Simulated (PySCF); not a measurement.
Species: C4H12Si (charge 0, singlet). 
Coordinates optimised at B3LYP-D3(BJ)/def2-TZVP (Ansatz):
```xyz
17

C      0.6025    -1.5649    -0.2662
C     -0.2157    -0.3044     0.0503
C     -1.4291    -0.2278    -0.8881
C     -0.6939    -0.3524     1.5090
Si     0.8713     1.2293    -0.2033
H      0.9559    -1.5688    -1.2997
H      1.4732    -1.6565     0.3870
H     -0.0124    -2.4598    -0.1241
H     -1.1275    -0.1976    -1.9375
H     -2.0670    -1.1076    -0.7530
H     -2.0397     0.6556    -0.6883
H     -1.3235    -1.2337     1.6711
H      0.1438    -0.4131     2.2074
H     -1.2858     0.5277     1.7698
H      2.0529     1.1790     0.6940
H      1.3469     1.2987    -1.6079
H      0.1020     2.4630     0.0968
```

Dispersion corrections to the total energy (kcal/mol) from the dftd3 and dftd4 libraries through PySCF: D3(BJ) without and D4 with the three-body term, each with the damping fitted for the functional named.

```json
[
 {"functional": "revPBE", "D3(BJ)": "-23.48", "D4": "?"},
 {"functional": "BP86", "D3(BJ)": "-14.82", "D4": "-11.85"},
 {"functional": "TPSSh", "D3(BJ)": "-10.95", "D4": "-10.98"},
 {"functional": "PW6B95", "D3(BJ)": "?", "D4": "-7.41"},
 {"functional": "HF", "D3(BJ)": "-64.15", "D4": "?"},
 {"functional": "HSE06", "D3(BJ)": "-6.23", "D4": "-6.99"},
 {"functional": "PBE", "D3(BJ)": "-9.45", "D4": "-8.92"}
]
```

Task: Some entries are withheld; supply them.

Result: 
- revPBE, D4: -28.23
- PW6B95, D3(BJ): -4.73
- HF, D4: -31.31
